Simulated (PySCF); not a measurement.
Two-component Hartree-Fock for I (iodine, neutral)

Start: [Kr] 4d10 5s2 5p4 6s1; 5p1/2 filled at m_j = +1/2; 5p3/2 filled at m_j = -1/2, +1/2, +3/2; 6s1/2 filled at m_j = +1/2. Calculated with PySCF 2.14 in x2c-SVPall-2c with one added diffuse shell each of s, p type (7s9p4d, 54 functions): generalised Hartree-Fock with the X2C-1e Hamiltonian and a Gaussian nucleus; one run each with spin-orbit coupling (SO) switched off, then screened by Boettger's factors. This is a chosen level, not necessarily the ground level.

```tsv
spinor shell	electrons	ε, spin-free (eV)	ε, screened SO (eV)	weight of nominal j (screened SO)	rms radius, screened SO (bohr)
1s1/2	2	-33334.0	-33330.2	1.000	0.0312
2s1/2	2	-5253.2	-5252.1	1.000	0.127
2p1/2	2	-4709.9	-4917.8	1.000	0.109
2p3/2	4	-4709.9	-4615.8	1.000	0.115
3s1/2	2	-1106.9	-1106.5	1.000	0.334
3p1/2	2	-926.37	-966.47	1.000	0.327
3p3/2	4	-926.37	-907.86	1.000	0.338
3d3/2	4	-656.15	-663.00	1.000	0.311
4s1/2	2	-215.66	-215.44	1.000	0.788
4p1/2	2	-156.43	-164.18	1.000	0.828
4p3/2	4	-156.43	-152.64	1.000	0.854
4d3/2	4	-67.109	-68.020	0.991	0.995
4d5/2	6	-67.109	-66.199	0.994	0.998
5s1/2	2	-26.938	-26.864	0.999	2.08
5p3/2	3	-14.537	-15.096	0.540	2.53
5p1/2	1	-14.537	-13.151	0.506	2.53
6s1/2	1	-3.003	-2.986	1.000	5.42
```

**Question.** Where does 3d5/2 lie, and what is the 3d spin-orbit splitting (screened SO)?

**Answer.** At -651.04 eV, 11.961 eV above 3d3/2.

```tsv
quantity	spin-free	screened SO
E (hartree)	-7110.67597	-7112.78453
M_J	5/2	5/2
⟨J²⟩	8.757	8.765
⟨L²⟩	2.005	2.315
⟨S²⟩	3.752	3.562
```

Each row is a mean over spinors that exchange with the open shell spreads, by up to 4.823 eV (5s1/2).

Rows whose weight is well below 1 are mixtures of j = l ± 1/2: exchange outweighs spin-orbit coupling there, and the label is only the starting occupation.

Breit and QED terms are absent; they matter most for the inner s and p1/2 levels.

Densities and radii are taken from the X2C orbitals without a picture-change correction, which distorts them close to the nucleus.

Without spin-orbit coupling the j labels of p, d and f shells carry no meaning; the spin-free column gives the mean over the occupied spinors of each nl shell.
